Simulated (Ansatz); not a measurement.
One change: `CC(C)(C)[O][AlH2]` becomes `CC(C)(C)Br`.

Ansatz, PBE0-D4/def2-TZVP geometries, multiplicity 1. 

Scalar relativity is left out up to krypton.

```
                                        property  `CC(C)(C)[O][AlH2]`
size of the dipole moment (B3LYP/def2-TZVPP) / D                 1.16
               HOMO energy (PBE/def2-TZVPP) / eV                -6.41
         HOMO–LUMO gap (ωB97M-V/def2-TZVPP) / eV                10.77
              LUMO energy (PBE0/def2-TZVPP) / eV                -0.91
             LUMO energy (B3LYP/def2-TZVPP) / eV                -1.12
           LUMO energy (ωB97M-V/def2-TZVPP) / eV                 0.67
```

What does the change do to each property? (Best estimate.)

The calculation gave: 
```json
{"property": "size of the dipole moment (B3LYP/def2-TZVPP) / D", "`CC(C)(C)Br`": "2.35", "shift": "1.19"}
{"property": "HOMO energy (PBE/def2-TZVPP) / eV", "`CC(C)(C)Br`": "-6.43", "shift": "-0.02"}
{"property": "HOMO–LUMO gap (ωB97M-V/def2-TZVPP) / eV", "`CC(C)(C)Br`": "12.04", "shift": "1.27"}
{"property": "LUMO energy (PBE0/def2-TZVPP) / eV", "`CC(C)(C)Br`": "0.02", "shift": "0.93"}
{"property": "LUMO energy (B3LYP/def2-TZVPP) / eV", "`CC(C)(C)Br`": "-0.25", "shift": "0.87"}
{"property": "LUMO energy (ωB97M-V/def2-TZVPP) / eV", "`CC(C)(C)Br`": "2.06", "shift": "1.39"}
```

With PBE0 the HOMO rises by 0.10 eV and the LUMO rises by 0.93 eV, so the gap widens by about 0.83 eV. PBE moves the HOMO by -0.02 eV and ωB97M-V by 0.11 eV. Dipoles are sizes alone; their direction can turn.

B3LYP here is the variant with VWN-RPA as its local correlation; programs differ in this.

Spin–orbit coupling is left out; it splits and shifts lone-pair levels of the heavy atoms by tenths of an eV.
